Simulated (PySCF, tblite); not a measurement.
Isomers of C8H18BN. Method: GFN2-xTB as coded in tblite; computed harmonic values from a numerical Hessian at the method's own geometry, unscaled. The method is semi-empirical: single wavenumbers can be off by several per cent or more. Modes of hydrogen on boron can be 10 to 20 % off. One conformer each.

Electronic energies: PBE0-D3(BJ)/def2-SVP at its own geometries (PySCF, gas phase).

| SMILES | electronic energy, lowest = 0 (kcal/mol) |
| --- | --- |
| C[N+]1(C)[BH2-][C@@H](C2CC2)CC1 | 1.1 |
| C=CCC[N@+]1(C)[BH2-]CCC1 | 1.6 |
| C=CC[C@@H]1C[BH2-][N+](C)(C)C1 | 0.0 |

Task: How do GFN2-xTB zero-point energies change the relative energies?

Result: 
| SMILES | ZPE (kcal/mol) | of it from modes above 1550 cm⁻¹ | electronic (kcal/mol) | with ZPE, lowest = 0 (kcal/mol) | lowest mode (cm⁻¹) | rings |
| --- | --- | --- | --- | --- | --- | --- |
| C=CC[C@@H]1C[BH2-][N+](C)(C)C1 | 156.3 | 78.2 | 0.0 | 0.0 | 13i | 1 |
| C[N+]1(C)[BH2-][C@@H](C2CC2)CC1 | 157.5 | 76.0 | 1.1 | 2.2 | 47 | 2 |
| C=CCC[N@+]1(C)[BH2-]CCC1 | 156.8 | 78.2 | 1.6 | 2.0 | 50 | 1 |

The zero-point energies span 1.2 kcal/mol, from `C=CC[C@@H]1C[BH2-][N+](C)(C)C1` to `C[N+]1(C)[BH2-][C@@H](C2CC2)CC1`. Slightly imaginary modes are left out of the zero-point energy: `C=CC[C@@H]1C[BH2-][N+](C)(C)C1` 13.4i cm⁻¹. The lowest isomer stays, but the order above it changes.

Task: And how do the electronic energies of GFN2-xTB itself compare?

Result: `C=CC[C@@H]1C[BH2-][N+](C)(C)C1` 5.2; `C[N+]1(C)[BH2-][C@@H](C2CC2)CC1` 0.0; `C=CCC[N@+]1(C)[BH2-]CCC1` 7.2 kcal/mol, lowest = 0. Against the energies above, taken from the same isomer `C=CC[C@@H]1C[BH2-][N+](C)(C)C1`, the largest difference is 6.3 kcal/mol. The two levels were optimised apart and needn't hold the same conformer.
